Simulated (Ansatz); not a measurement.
Basis-set extrapolation for CHBFNS (`FC1=NBS1`) (PBE0-D4/def2-TZVP geometry, frozen core, the Gaussian-basis code of Ansatz). Multiplicity 1, RHF reference.

|  | def2-TZVPP | def2-QZVPP |
| --- | --- | --- |
| HF | -614.641784 | -614.662256 |
| MP2 correlation | -0.850501 | -0.919261 |
| CCSD(T) correlation | -0.910537 | not run |

Energies in hartree. Use E(X) = E(∞) + A·exp(−7.88·√X) for Hartree–Fock and E(X) = E(∞) + B·X^(−2.97) for correlation, with X = 3 and 4, and add CCSD(T) minus MP2 of the smaller set to the MP2 limit.

Question: What is the CCSD(T) energy at the basis-set limit?

Answer: HF limit: -614.662256 + (-0.020472) × 0.13774 = -614.66508. MP2 limit: -0.919261 + (-0.068760) × 0.74074 = -0.97019. Higher-order term: -0.910537 − (-0.850501) = -0.06004. Total: -615.69531 hartree, 375.4 kJ/mol below CCSD(T)/def2-TZVPP.
